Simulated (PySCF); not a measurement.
Job file and geometry (Å, from GFN2-xTB) of an NMR shielding run on SMILES CC(C)(C)BN=O, C₄H₁₀BNO, GIAO PBE0/pcSseg-1 NMR shielding, non-relativistic, gas phase in PySCF 2.14.0, density-fitted response routines; density fitting, a coarse starting grid and PySCF grid level 2 are the driver's defaults:

```
$ OMP_NUM_THREADS=1 python probes_run.py task.json out

{"job": {"kind": "nmr", "xc": "PBE0", "basis": "pcSseg-1"}, "charge": 0, "multiplicity": 1}
C      0.001344    -1.060578    -1.020463
C     -0.147725     0.019418     0.048813
C     -0.393196     1.375101    -0.612006
C     -1.317809    -0.338495     0.963775
B      1.210400     0.170175     0.982496
N      2.335268    -0.129193     0.421186
O      3.307716    -0.449626    -0.203190
H      0.205528    -2.027909    -0.567036
H      0.812379    -0.827585    -1.706319
H     -0.918666    -1.144384    -1.599236
H      0.425687     1.635562    -1.278402
H     -0.494469     2.160760     0.133114
H     -1.310876     1.341308    -1.199374
H     -2.227939    -0.448985     0.374135
H     -1.133327    -1.278251     1.479256
H     -1.486308     0.436093     1.707569
H      1.124994     0.578620     2.065772
```

Q: Write the output of this run.

A: 
```
coarse grid: 13784 points
cycle   1  E = -312.6517858376  dE =  8.299e-01  |g| = 6.379e-01  |ddm| = 3.491e+00
cycle   2  E = -312.5153486458  dE =  1.364e-01  |g| = 1.077e+00  |ddm| = 9.727e-01
cycle   3  E = -312.7346732663  dE = -2.193e-01  |g| = 1.623e-01  |ddm| = 5.929e-01
cycle   4  E = -312.7396156638  dE = -4.942e-03  |g| = 5.856e-02  |ddm| = 1.235e-01
cycle   5  E = -312.7399819182  dE = -3.663e-04  |g| = 3.811e-02  |ddm| = 6.159e-02
cycle   6  E = -312.7403378997  dE = -3.560e-04  |g| = 7.436e-03  |ddm| = 3.204e-02
cycle   7  E = -312.7403508136  dE = -1.291e-05  |g| = 1.401e-03  |ddm| = 6.401e-03
cycle   8  E = -312.7403513569  dE = -5.433e-07  |g| = 3.009e-04  |ddm| = 1.717e-03
final grid: 131960 points
cycle   9  E = -312.7921825766  dE = -3.298e-05  |g| = 1.476e-02  |ddm| = 3.662e-02
cycle  10  E = -312.7919870298  dE =  1.955e-04  |g| = 3.390e-02  |ddm| = 3.001e-02
cycle  11  E = -312.7922268403  dE = -2.398e-04  |g| = 3.779e-03  |ddm| = 2.168e-02
cycle  12  E = -312.7922301166  dE = -3.276e-06  |g| = 3.078e-04  |ddm| = 2.682e-03
cycle  13  E = -312.7922301347  dE = -1.816e-08  |g| = 1.574e-04  |ddm| = 4.075e-04
cycle  14  E = -312.7922301401  dE = -5.384e-09  |g| = 6.082e-05  |ddm| = 1.546e-04
cycle  15  E = -312.7922301411  dE = -1.002e-09  |g| = 2.451e-05  |ddm| = 6.682e-05
cycle  16  E = -312.7922301413  dE = -2.178e-10  |g| = 7.227e-06  |ddm| = 3.136e-05
converged SCF energy = -312.7922301413

GIAO shielding tensors (ppm)
atom      isotropic    diamagn.    paramagn.     s11        s22        s33       span
  0 C      156.997     249.351     -92.354    139.854    144.264    186.872     47.018
  1 C      160.858     247.096     -86.238    140.026    152.547    190.002     49.976
  2 C      152.075     248.635     -96.560    131.704    141.262    183.258     51.554
  3 C      150.015     248.191     -98.176    127.791    140.236    182.016     54.225
  4 B      131.024     201.453     -70.430    100.700    122.667    169.704     69.004
  5 N     -783.893     317.640   -1101.533  -1967.718   -358.157    -25.804   1941.914
  6 O    -1315.502     401.133   -1716.635  -3660.937   -499.078    213.509   3874.445
  7 H       30.623      31.835      -1.212     25.814     28.085     37.971     12.158
  8 H       31.573      32.836      -1.263     26.689     28.214     39.815     13.127
  9 H       30.734      31.820      -1.087     27.289     28.404     36.508      9.219
 10 H       30.289      31.456      -1.168     26.389     26.973     37.504     11.115
 11 H       29.765      31.075      -1.310     25.628     27.845     35.823     10.195
 12 H       30.363      31.346      -0.983     26.790     28.176     36.125      9.335
 13 H       30.490      31.198      -0.708     27.160     28.108     36.203      9.043
 14 H       29.805      30.913      -1.108     26.395     27.004     36.016      9.621
 15 H       30.276      31.093      -0.817     26.535     28.092     36.202      9.667
 16 H       26.465      29.692      -3.227     20.794     26.145     32.457     11.664
```

Size and cost of the density-fitted run: 169 basis functions, 60 s wall time on 1 thread of an Arm Neoverse N1, shared host; peak memory 0.76 GiB.
